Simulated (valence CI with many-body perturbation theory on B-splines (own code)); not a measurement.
**E1 transitions of Bi**

Level of theory: relativistic CI+MBPT: five valence electrons over a frozen Dirac-Fock core [Xe] 4f14 5d10, a basis of 10 s, 10 p, 9 d, 7 f, 4 g, 2 h functions for each j, with the one-electron correlation potential Σ1 (screened to all orders), the two-electron term Σ2, the three-electron term Σ3, Breit, model QED; selected single and double excitations, second order for the rest, scaled by the run's own slope (own B-spline code, finite nucleus).

Against 16 measured levels this calculation errs by 234 cm⁻¹ on average and by 549 at most. These come from a selection out of the NIST Handbook of Basic Atomic Spectroscopic Data. Levels without a partner in it may be off by more. Among the levels kept, up to 380 cm⁻¹ of a level comes from second order outside the variational space, and about a tenth of that is noise between levels of different J, which matters for small intervals.

Lines 1 to 50 of 84 in falling wavelength, among levels below 6.591 eV, chosen from the strongest by gf and those to the six lowest levels. Wavelengths and rates use the calculated energies, so an error of 200 cm⁻¹ moves a line at 35580 Å by 7.1 % and its rate by three times that or more. Electric multipoles are in the length gauge, E1 and E2 with the static RPA response of the core. Weak lines are less certain than strong ones. Lines between different terms over intervals too small for the method are left out, as are lines whose strength nearly cancels and 5 of this kind that miss the measured wavelength by over 7 %. The highest levels of a list are the least certain.

Levels are named by their leading jj configuration (3d3/2^4 stands for four electrons in 3d with j = 3/2), which in mixed levels can hold well under half, so a name can repeat and another be missing. Letters in brackets count levels of one name in rising energy.

```csv
λ vac (Å),λ from measured levels,Upper,Lower,A (s⁻¹),log gf,Branch %
43880,,(6s^2 6p1/2^2 9p1/2) J=1/2,(6s^2 6p1/2^2 7d3/2) J=3/2,4.41e+05,-0.59,26.6
43390,,(6s^2 6p1/2^2 9s) J=1/2,(6s^2 6p1/2^2 8p1/2) J=1/2,1.22e+06,-0.16,5.3
39020,,(6s^2 6p1/2^2 8p1/2) J=1/2,(6s^2 6p1/2^2 8s) J=1/2,2.05e+06,-0.03,45.0
35580,35880,(6s^2 6p1/2^2 6d3/2) J=3/2,(6s^2 6p1/2^2 7p1/2) J=1/2,9.02e+05,-0.16,2.6
35120,,(5f7/2 6s^2 6p1/2^2) J=7/2,(6s^2 6p1/2 6p3/2 7s) J=5/2,3.28e+04,-1.31,0.2
35060,,(5f5/2 6s^2 6p1/2^2) J=5/2,(6s^2 6p1/2 6p3/2 7s) J=5/2,1.63e+03,-2.74,0.0
31650,,(6s^2 6p1/2^2 8p3/2) J=3/2,(6s^2 6p1/2^2 8s) J=1/2,3.16e+06,0.28,35.0
28870,,(6s^2 6p1/2^2 8p1/2) J=1/2,(6s^2 6p1/2 6p3/2 7s) J=1/2,6.54e+05,-0.79,14.3
28540,,(6s^2 6p1/2^2 9p1/2) J=1/2,(6s^2 6p1/2 6p3/2 7s) J=3/2 [b],6.05e+03,-2.83,0.4
24630,,(6s^2 6p1/2^2 8p3/2) J=3/2,(6s^2 6p1/2 6p3/2 7s) J=1/2,9.44e+05,-0.46,10.5
23420,22560,(6s^2 6p1/2^2 8s) J=1/2,(6s^2 6p1/2^2 7p3/2) J=3/2,5.50e+06,-0.04,5.3
22410,,(6s^2 6p1/2^2 8p1/2) J=1/2,(6s^2 6p1/2 6p3/2 7s) J=3/2 [a],9.91e+03,-2.83,0.2
19770,,(6s^2 6p1/2^2 8p3/2) J=3/2,(6s^2 6p1/2 6p3/2 7s) J=3/2 [a],1.42e+04,-2.48,0.2
18030,,(6s^2 6p1/2^2 8p3/2) J=3/2,(6s^2 6p1/2^2 6d5/2) J=5/2,1.09e+06,-0.67,12.0
17140,,(6s^2 6p1/2^2 8p1/2) J=1/2,(6s^2 6p1/2^2 6d3/2) J=3/2,1.49e+06,-0.88,32.8
16440,16000,(6s^2 6p1/2^2 8s) J=1/2,(6s^2 6p1/2^2 7p1/2) J=1/2,4.20e+06,-0.47,4.1
16410,,(6s^2 6p1/2^2 9p1/2) J=1/2,(6s^2 6p1/2^2 8s) J=1/2,1.64e+05,-1.88,9.9
15550,,(6s^2 6p1/2^2 8p3/2) J=3/2,(6s^2 6p1/2^2 6d3/2) J=3/2,5.76e+04,-2.08,0.6
15550,,(5f5/2 6s^2 6p1/2^2) J=5/2,(6s^2 6p1/2 6p3/2 7s) J=3/2 [a],7.17e+04,-1.81,0.4
14580,15340,(6s^2 6p1/2 6p3/2 7s) J=3/2 [b],(6s^2 6p1/2^2 7p3/2) J=3/2,3.53e+05,-1.35,0.2
14470,,(5f7/2 6s^2 6p1/2^2) J=7/2,(6s^2 6p1/2^2 6d5/2) J=5/2,1.71e+07,0.63,99.5
14460,,(5f5/2 6s^2 6p1/2^2) J=5/2,(6s^2 6p1/2^2 6d5/2) J=5/2,1.15e+06,-0.67,6.3
14300,,(6s^2 6p1/2^2 9p1/2) J=1/2,(6s^2 6p1/2 6p3/2 7s) J=1/2,1.69e+05,-1.98,10.2
12820,,(5f5/2 6s^2 6p1/2^2) J=5/2,(6s^2 6p1/2^2 6d3/2) J=3/2,1.67e+07,0.39,91.4
12510,,(6s^2 6p1/2^2 9p1/2) J=1/2,(6s^2 6p1/2 6p3/2 7s) J=3/2 [a],4.97e+03,-3.63,0.3
12370,12380,(6s^2 6p1/2^2 7d3/2) J=3/2,(6s^2 6p1/2^2 7p3/2) J=3/2,1.41e+06,-0.89,2.3
12220,12170,(6s^2 6p1/2^2 7d5/2) J=5/2,(6s^2 6p1/2^2 7p3/2) J=3/2,7.97e+06,0.03,12.3
11920,11710,(6s^2 6p1/2^2 7p1/2) J=1/2,(6s^2 6p1/2^2 7s) J=1/2,1.78e+07,-0.12,100.0
11530,12000,(6s^2 6p1/2 6p3/2 7s) J=3/2 [b],(6s^2 6p1/2^2 7p1/2) J=1/2,2.39e+06,-0.72,1.2
10940,,(6s^2 6p1/2^2 9s) J=1/2,(6s^2 6p1/2^2 7p3/2) J=3/2,1.90e+06,-1.17,8.2
10680,,(6s^2 6p1/2^2 9p1/2) J=1/2,(6s^2 6p1/2^2 6d3/2) J=3/2,1.22e+05,-2.38,7.3
10110,10110,(6s^2 6p1/2^2 7d3/2) J=3/2,(6s^2 6p1/2^2 7p1/2) J=1/2,4.29e+06,-0.58,7.0
9868,9304,(6s^2 6p1/2^2 6d3/2) J=3/2,(6s^2 6p3/2^3) J=3/2,2.19e+01,-5.89,0.0
9805,9660,(6s^2 6p1/2^2 7p3/2) J=3/2,(6s^2 6p1/2^2 7s) J=1/2,2.90e+07,0.22,100.0
9388,9151,(6s^2 6p1/2^2 7s) J=1/2,(6s^2 6p1/2 6p3/2^2) J=1/2,1.52e+04,-3.40,0.0
9133,,(6s^2 6p1/2^2 9s) J=1/2,(6s^2 6p1/2^2 7p1/2) J=1/2,1.85e+06,-1.34,8.0
9075,8582,(6s^2 6p1/2^2 6d5/2) J=5/2,(6s^2 6p3/2^3) J=3/2,2.36e+04,-2.76,0.0
8691,8547,(6s^2 6p1/2 6p3/2 7s) J=3/2 [a],(6s^2 6p3/2^3) J=3/2,7.20e+04,-2.49,0.0
7997,7842,(6s^2 6p1/2 6p3/2 7s) J=1/2,(6s^2 6p3/2^3) J=3/2,3.57e+04,-3.16,0.0
7460,7038,(6s^2 6p1/2^2 8s) J=1/2,(6s^2 6p3/2^3) J=3/2,3.52e+04,-3.23,0.0
6629,6525,(6s^2 6p1/2 6p3/2 7s) J=5/2,(6s^2 6p3/2^3) J=3/2,2.35e+03,-4.03,0.0
6253,6136,(6s^2 6p1/2 6p3/2 7s) J=3/2 [b],(6s^2 6p3/2^3) J=3/2,4.76e+05,-1.95,0.2
5872,,(6s^2 6p1/2^2 8p1/2) J=1/2,(6s^2 6p1/2^2 7s) J=1/2,3.50e+05,-2.44,7.7
5808,5601,(6s^2 6p1/2^2 7d3/2) J=3/2,(6s^2 6p3/2^3) J=3/2,1.20e+05,-2.61,0.2
5775,5558,(6s^2 6p1/2^2 7d5/2) J=5/2,(6s^2 6p3/2^3) J=3/2,5.07e+02,-4.82,0.0
5673,,(6s^2 6p1/2^2 8p3/2) J=3/2,(6s^2 6p1/2^2 7s) J=1/2,3.76e+06,-1.14,41.6
5473,,(6s^2 6p1/2^2 9s) J=1/2,(6s^2 6p3/2^3) J=3/2,1.13e+04,-3.99,0.0
4864,,(6s^2 6p1/2^2 9p1/2) J=1/2,(6s^2 6p1/2^2 7s) J=1/2,1.46e+04,-3.98,0.9
4804,4724,(6s^2 6p1/2^2 7s) J=1/2,(6s^2 6p1/2 6p3/2^2) J=3/2,4.40e+06,-1.52,2.5
4577,4494,(6s^2 6p1/2^2 6d3/2) J=3/2,(6s^2 6p1/2 6p3/2^2) J=1/2,5.70e+03,-4.15,0.0
```
